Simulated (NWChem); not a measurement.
Molecule: SnSiH₄S, singlet; SMILES [SiH3][Sn][SH]

```xyz
7

Sn     0.7202    -0.1746     0.0001
S     -1.3120    -1.5230     0.0002
H     -0.6940    -2.7267    -0.0038
Si    -0.7939     2.0245     0.0001
H     -2.2672     1.7569     0.0294
H     -0.4923     2.8442    -1.2208
H     -0.4503     2.8785     1.1858
```
Atoms are numbered in this order, from 1.

Program: NWChem. Low-valent species are run as closed-shell singlets; no triplet was tried in these runs. The geometry was optimised at PBE0/def2-SVP. Not confirmed as a minimum by frequencies. def2 effective core potentials on Sn; no spin-orbit coupling. Ions are spin-unrestricted doublets at the neutral geometry; other ion states weren't tried.

For level PBE0/def2-SVP:

```yaml
"−ε(HOMO) (eV)": 6.42
```

### Question
What are these values for level PBE/def2-SVP?

### Answer
| Item | Result |
|---|---|
| −ε(HOMO) (eV) | 5.48 |
